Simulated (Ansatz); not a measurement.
## Ligand exchange: C3H8 + SiH2(GeH3)(SiH3) → C2H8Si + SiH2(CH3)(GeH3)

Gas-phase species: C3H8 (propane) `CCC`, singlet; SiH2(GeH3)(SiH3), singlet; C2H8Si `CC[SiH3]`, singlet; SiH2(CH3)(GeH3), singlet. The partners trade CH3 for SiH3: C–CH3 and Si–SiH3 bonds give way to C–SiH3 and Si–CH3.

Shapes, held fixed at every level: PBE0-D4/def2-TZVP. Programs: Ansatz 0.2.0. The zero-point and thermal change to 298 K, harmonic and unscaled (PBE0-D4/def2-TZVP), is -4.3 kJ/mol.

(1) Estimate ΔH(298 K) of this reaction.

## Answers

(1) The highest level, CCSD(T)/def2-TZVPP, gives ΔH(298 K) = -24.3 kJ/mol; the levels span -32.1 to -11.4. The column of differences is taken from that level and isn't an error. No measured value is set beside it here. Relativity is left out for Ge. Outer-core shells of Ge are correlated, in sets that cover them unevenly.

| level | kind | ΔH(298 K) (kJ/mol) | less CCSD(T)/def2-TZVPP |
| --- | --- | --- | --- |
| HF/def2-SVP | Hartree–Fock | -19.6 | +4.7 |
| SPW92/def2-TZVPP | LDA | -16.7 | +7.6 |
| PBE-D4/def2-TZVPP | GGA | -16.2 | +8.1 |
| wB97M-V/def2-TZVPP | range-separated hybrid | -32.1 | -7.8 |
| wB97X-V/def2-TZVPP | range-separated hybrid | -24.3 | 0.0 |
| MP2/def2-SVP | perturbation theory | -17.7 | +6.6 |
| CCSD/def2-SVP | coupled cluster or CI | -11.4 | +12.9 |
| CCSD(T)/def2-TZVPP | coupled cluster or CI | -24.3 | 0.0 |
